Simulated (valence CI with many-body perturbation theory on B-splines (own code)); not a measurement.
**E1 line list for Mn¹⁰⁺**

Calculated by configuration interaction combined with many-body perturbation theory (CI+MBPT): five valence electrons over a frozen Dirac-Fock core [Ne], a basis of 11 s, 11 p, 10 d, 8 f, 5 g, 2 h functions for each j, with the one-electron correlation potential Σ1 (screened to all orders), the two-electron term Σ2, the three-electron term Σ3, Breit, model QED; selected single and double excitations, second order for the rest, scaled by the run's own slope (own B-spline code, finite nucleus).

No measured levels were compared; by estimate levels of excited configurations hold to 0.05 to 0.15 % of their energy, terms of the ground configuration to about 0.5 %. Among the levels kept, up to 3200 cm⁻¹ of a level comes from second order outside the variational space, and about a tenth of that is noise between levels of different J, which matters for small intervals.

Lines 101 to 150 of 577 in falling wavelength, among levels below 992670 cm⁻¹, chosen from the strongest by gf and those to the six lowest levels. Wavelengths and rates use the calculated energies, so an error of 200 cm⁻¹ moves a line at 31.59 nm by 0.063 % and its rate by three times that or more. Electric multipoles are in the length gauge, E1 and E2 with the static RPA response of the core. Weak lines are less certain than strong ones. Lines between different terms over intervals too small for the method are left out, as are lines whose strength nearly cancels. Where a level lies close to another of its J and parity, the split of strength between their lines is uncertain. The highest levels of a list are the least certain.

Names give the largest LS component (configuration and term), which can be under half, so a name can repeat, a term be missing and a line seem to break the LS rules; names also repeat where a configuration has a term twice. Letters in brackets count levels of one name in rising energy.

```
λ vac (nm)                 Upper                Lower   A (s⁻¹)  S (a.u.)
     31.59   3s3p³3d ²P°_3/2 [d]  3s²3p²3d ²D_5/2 [c]  3.48e+09  2.16e-01
     31.40   3s3p³3d ⁴D°_5/2 [c]      3s²3p²3d ⁴P_5/2  2.88e+09  2.64e-01
     31.40   3s3p³3d ⁴D°_7/2 [d]      3s²3p²3d ⁴P_5/2  7.60e+09  9.28e-01
     31.39   3s²3p²3d ²P_3/2 [a]       3s²3p³ ²D°_5/2  6.60e+09  4.03e-01
     31.38   3s3p³3d ²F°_5/2 [c]  3s²3p²3d ²D_3/2 [a]  1.93e+09  1.77e-01
     31.36   3s3p³3d ²F°_7/2 [a]  3s²3p²3d ²F_7/2 [a]  1.58e+09  1.92e-01
     31.36   3s3p³3d ²D°_3/2 [c]      3s²3p²3d ⁴P_3/2  1.94e+09  1.18e-01
     31.33          3p⁴3d ⁴D_5/2  3s3p³3d ⁴D°_5/2 [a]  2.76e+09  2.51e-01
     31.32          3p⁴3d ⁴D_7/2  3s3p³3d ⁴D°_7/2 [a]  3.90e+09  4.74e-01
     31.32          3p⁴3d ⁴D_3/2  3s3p³3d ⁴D°_3/2 [a]  1.96e+09  1.19e-01
     31.24   3s3p³3d ²F°_5/2 [d]  3s²3p²3d ²D_5/2 [b]  1.18e+09  1.07e-01
     31.14   3s3p³3d ⁴F°_5/2 [b]      3s²3p²3d ⁴F_5/2  1.28e+09  1.14e-01
     31.11   3s3p³3d ²P°_3/2 [c]  3s²3p²3d ²D_5/2 [b]  4.09e+09  2.43e-01
     31.11   3s3p³3d ²D°_5/2 [b]      3s²3p²3d ⁴D_7/2  1.71e+09  1.52e-01
     31.07   3s²3p²3d ²P_3/2 [a]       3s²3p³ ²D°_3/2  7.78e+08  4.60e-02
     31.00   3s3p³3d ²F°_5/2 [a]  3s²3p²3d ²F_5/2 [a]  2.86e+09  2.53e-01
     30.72       3s3p³3d ⁶D°_3/2         3s3p⁴ ⁴P_5/2  1.19e+07  6.80e-04
     30.69       3s3p³3d ⁶D°_5/2         3s3p⁴ ⁴P_5/2  1.41e+07  1.20e-03
     30.64          3s3p⁴ ²P_1/2       3s²3p³ ²D°_3/2  6.38e+09  1.81e-01
     30.63       3s²3p²3d ⁴F_5/2       3s²3p³ ²P°_3/2  7.14e+06  6.07e-04
     30.48       3s²3p²3d ⁴F_3/2       3s²3p³ ²P°_1/2  1.32e+07  7.35e-04
     30.31  3s²3p3d² ²P°_1/2 [a]  3s²3p²3d ²D_3/2 [b]  6.48e+09  1.78e-01
     29.99   3s3p³3d ²D°_5/2 [b]  3s²3p²3d ²F_7/2 [a]  2.59e+09  2.07e-01
     29.81           3p⁵ ²P°_3/2         3s3p⁴ ⁴P_5/2  6.30e+07  3.29e-03
     29.72   3s3p³3d ²G°_7/2 [b]      3s²3p²3d ⁴D_7/2  2.54e+09  2.63e-01
     29.60  3s²3p3d² ²F°_5/2 [a]  3s²3p²3d ²F_5/2 [b]  3.16e+09  2.43e-01
     29.57   3s3p³3d ²F°_7/2 [d]  3s²3p²3d ²D_5/2 [a]  7.74e+09  7.90e-01
     29.53   3s3p³3d ²P°_3/2 [c]  3s²3p²3d ²D_5/2 [a]  4.12e+09  2.09e-01
     29.49   3s3p³3d ²D°_3/2 [b]  3s²3p²3d ²F_5/2 [a]  2.34e+09  1.19e-01
     29.46   3s3p³3d ²P°_3/2 [d]      3s²3p²3d ²S_1/2  2.63e+09  1.33e-01
     29.43   3s3p³3d ²D°_5/2 [d]  3s²3p²3d ²D_3/2 [a]  1.46e+09  1.10e-01
     29.42          3s3p⁴ ²S_1/2       3s²3p³ ²D°_3/2  2.71e+08  6.80e-03
     29.38   3s3p³3d ²P°_1/2 [c]      3s²3p²3d ²S_1/2  6.82e+09  1.71e-01
     29.37   3s3p³3d ²P°_3/2 [d]  3s²3p²3d ²F_5/2 [b]  2.06e+09  1.03e-01
     29.30   3s3p³3d ²P°_3/2 [d]  3s²3p²3d ²P_3/2 [c]  5.38e+09  2.67e-01
     29.29   3s3p³3d ⁴D°_7/2 [c]      3s²3p²3d ⁴F_9/2  3.06e+09  3.03e-01
     29.28       3s²3p²3d ⁴D_1/2       3s²3p³ ²P°_3/2  8.94e+07  2.22e-03
     29.24  3s²3p3d² ²F°_7/2 [a]  3s²3p²3d ²F_7/2 [b]  3.40e+09  3.36e-01
     29.21   3s3p³3d ²G°_9/2 [b]      3s²3p²3d ⁴D_7/2  4.25e+09  5.22e-01
     29.20       3s²3p²3d ⁴D_3/2       3s²3p³ ²P°_3/2  1.74e+07  8.55e-04
     28.89       3s²3p²3d ⁴D_1/2       3s²3p³ ²P°_1/2  2.17e+07  5.17e-04
     28.88   3s3p³3d ²F°_5/2 [d]  3s²3p²3d ²D_3/2 [a]  4.84e+09  3.45e-01
     28.82   3s3p²3d² ⁶G_9/2 [a]  3s3p³3d ⁴D°_7/2 [a]  1.78e+09  2.11e-01
     28.80   3s3p³3d ²P°_3/2 [b]  3s²3p²3d ²P_3/2 [b]  2.68e+09  1.26e-01
     28.78   3s3p³3d ²P°_3/2 [d]  3s²3p²3d ²P_1/2 [b]  3.47e+09  1.63e-01
     28.76   3s3p²3d² ⁶G_9/2 [b]  3s3p³3d ⁴D°_7/2 [a]  1.36e+09  1.60e-01
     28.70   3s3p³3d ²G°_7/2 [b]  3s²3p²3d ²F_7/2 [a]  3.09e+09  2.89e-01
     28.63   3s3p³3d ²F°_5/2 [c]      3s²3p²3d ²G_7/2  3.08e+09  2.14e-01
     28.57   3s3p³3d ⁴D°_5/2 [b]      3s²3p²3d ⁴F_7/2  3.18e+09  2.20e-01
     28.50   3s3p³3d ²F°_7/2 [c]      3s²3p²3d ²G_9/2  2.14e+09  1.96e-01
```
